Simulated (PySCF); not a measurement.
Isomers of C7H12OSi, mass 140.066 u with the commonest isotopes. Theory: PBE0/pcSseg-1 in PySCF (dipole) on a GFN2-xTB geometry, gas phase. One conformer each, none proved a minimum here; rigid rotors.

Question: Order these by rotational constant C, largest first.
A. `[CH2:1]=[CH:2][CH2:3][Si@@H:4]1[CH2:5][CH2:6][C@H:7]1[CH:8]=[O:9]` with C1–C2–C3–Si4 -106°, C2–C3–Si4–C5 -80°, C6–C7–C8–O9 16°, C3–Si4–C5–C6 -121°, Si4–C5–C6–C7 12°, C5–C6–C7–C8 -125°, C3–Si4–C7–C6 126°
B. `[CH2:1]=[CH:2][O:3]/[CH:4]=[CH:5]/[C:6](=[CH2:7])[SiH2:8][CH3:9]` with C1–C2–O3–C4 -179°, C2–O3–C4–C5 -179°, C4–C5–C6–C7 180°, C5–C6–Si8–C9 179°
C. `[CH2:1]=[CH:2][CH2:3][C:4](=[C:5]=[O:6])[SiH2:7][CH2:8][CH3:9]` with C1–C2–C3–C4 -118°, C2–C3–C4–C5 -105°, C3–C4–Si7–C8 -81°, C4–Si7–C8–C9 176°
D. `[CH:1]1=[CH:2][Si@:3]2([CH2:4][CH2:5]1)[CH2:6][CH2:7][O:8][CH2:9]2` with C1–C2–Si3–C4 6°, C2–Si3–C4–C5 -11°, Si3–C4–C5–C1 13°, C2–Si3–C6–C7 -112°
E. `[CH:1]#[C:2][C@:3]([CH3:4])([CH:5]=[O:6])[CH2:7][CH2:8][SiH3:9]` with C2–C3–C5–O6 -144°, C2–C3–C7–C8 55°, C3–C7–C8–Si9 179°
F. `[CH3:1][CH2:2][C:3]1=[C:4]([CH2:5][CH:6]=[O:7])[CH2:8][SiH2:9]1` with C1–C2–C3–C4 -116°, C3–C4–C5–C6 87°, C4–C5–C6–O7 106°

Answer: D (871.6 MHz), F (729.4 MHz), E (700.1 MHz), C (665.6 MHz), A (626.1 MHz), B (449.6 MHz).

Question: Order these by rotational constant B, smallest first.
A. `[CH:1]#[C:2][C@:3]([CH3:4])([CH:5]=[O:6])[CH2:7][CH2:8][SiH3:9]` with C2–C3–C5–O6 -144°, C2–C3–C7–C8 55°, C3–C7–C8–Si9 179°
B. `[CH3:1][CH2:2][C:3]1=[C:4]([CH2:5][CH:6]=[O:7])[CH2:8][SiH2:9]1` with C1–C2–C3–C4 -116°, C3–C4–C5–C6 87°, C4–C5–C6–O7 106°
C. `[CH2:1]=[CH:2][O:3]/[CH:4]=[CH:5]/[C:6](=[CH2:7])[SiH2:8][CH3:9]` with C1–C2–O3–C4 -179°, C2–O3–C4–C5 -179°, C4–C5–C6–C7 180°, C5–C6–Si8–C9 179°
D. `[CH2:1]=[CH:2][CH2:3][C:4](=[C:5]=[O:6])[SiH2:7][CH2:8][CH3:9]` with C1–C2–C3–C4 -118°, C2–C3–C4–C5 -105°, C3–C4–Si7–C8 -81°, C4–Si7–C8–C9 176°
E. `[CH2:1]=[CH:2][CH2:3][Si@@H:4]1[CH2:5][CH2:6][C@H:7]1[CH:8]=[O:9]` with C1–C2–C3–Si4 -106°, C2–C3–Si4–C5 -80°, C6–C7–C8–O9 16°, C3–Si4–C5–C6 -121°, Si4–C5–C6–C7 12°, C5–C6–C7–C8 -125°, C3–Si4–C7–C6 126°
F. `[CH:1]1=[CH:2][Si@:3]2([CH2:4][CH2:5]1)[CH2:6][CH2:7][O:8][CH2:9]2` with C1–C2–Si3–C4 6°, C2–Si3–C4–C5 -11°, Si3–C4–C5–C1 13°, C2–Si3–C6–C7 -112°

Answer: C (510.9 MHz), E (704.0 MHz), A (825.3 MHz), F (886.6 MHz), B (995.7 MHz), D (1040 MHz).

Question: Order these by dipole moment, smallest first.
A. `[CH3:1][CH2:2][C:3]1=[C:4]([CH2:5][CH:6]=[O:7])[CH2:8][SiH2:9]1` with C1–C2–C3–C4 -116°, C3–C4–C5–C6 87°, C4–C5–C6–O7 106°
B. `[CH2:1]=[CH:2][CH2:3][Si@@H:4]1[CH2:5][CH2:6][C@H:7]1[CH:8]=[O:9]` with C1–C2–C3–Si4 -106°, C2–C3–Si4–C5 -80°, C6–C7–C8–O9 16°, C3–Si4–C5–C6 -121°, Si4–C5–C6–C7 12°, C5–C6–C7–C8 -125°, C3–Si4–C7–C6 126°
C. `[CH:1]#[C:2][C@:3]([CH3:4])([CH:5]=[O:6])[CH2:7][CH2:8][SiH3:9]` with C2–C3–C5–O6 -144°, C2–C3–C7–C8 55°, C3–C7–C8–Si9 179°
D. `[CH2:1]=[CH:2][O:3]/[CH:4]=[CH:5]/[C:6](=[CH2:7])[SiH2:8][CH3:9]` with C1–C2–O3–C4 -179°, C2–O3–C4–C5 -179°, C4–C5–C6–C7 180°, C5–C6–Si8–C9 179°
E. `[CH2:1]=[CH:2][CH2:3][C:4](=[C:5]=[O:6])[SiH2:7][CH2:8][CH3:9]` with C1–C2–C3–C4 -118°, C2–C3–C4–C5 -105°, C3–C4–Si7–C8 -81°, C4–Si7–C8–C9 176°

Answer: D (1.09 D), E (2.06 D), C (2.50 D), A (2.78 D), B (3.59 D).

```json
{"SMILES": "C=CCC(=C=O)[SiH2]CC", "point group": "C1", "Ia (u·Å²)": "380.44", "Ib (u·Å²)": "486.15", "Ic (u·Å²)": "759.33", "κ": "0.13", "μa (D)": "1.30", "μb (D)": "1.59", "μc (D)": "0.14"}
{"SMILES": "C#C[C@](C)(C=O)CC[SiH3]", "point group": "C1", "Ia (u·Å²)": "279.06", "Ib (u·Å²)": "612.33", "Ic (u·Å²)": "721.86", "κ": "-0.77", "μa (D)": "1.47", "μb (D)": "1.85", "μc (D)": "0.81"}
{"SMILES": "C1=C[Si@]2(CC1)CCOC2", "point group": "C1", "Ia (u·Å²)": "160.78", "Ib (u·Å²)": "570.00", "Ic (u·Å²)": "579.85", "κ": "-0.99", "μa (D)": "1.81", "μb (D)": "0.60", "μc (D)": "0.48"}
{"SMILES": "CCC1=C(CC=O)C[SiH2]1", "point group": "C1", "Ia (u·Å²)": "298.45", "Ib (u·Å²)": "507.55", "Ic (u·Å²)": "692.89", "κ": "-0.45", "μa (D)": "2.16", "μb (D)": "0.96", "μc (D)": "1.46"}
{"SMILES": "C=CO/C=C/C(=C)[SiH2]C", "point group": "near Cs", "Ia (u·Å²)": "143.87", "Ib (u·Å²)": "989.24", "Ic (u·Å²)": "1124.16", "κ": "-0.96", "μa (D)": "0.53", "μb (D)": "0.95", "μc (D)": "0.03"}
{"SMILES": "C=CC[Si@@H]1CC[C@H]1C=O", "point group": "C1", "Ia (u·Å²)": "178.90", "Ib (u·Å²)": "717.85", "Ic (u·Å²)": "807.15", "κ": "-0.93", "μa (D)": "2.76", "μb (D)": "1.05", "μc (D)": "2.04"}
```
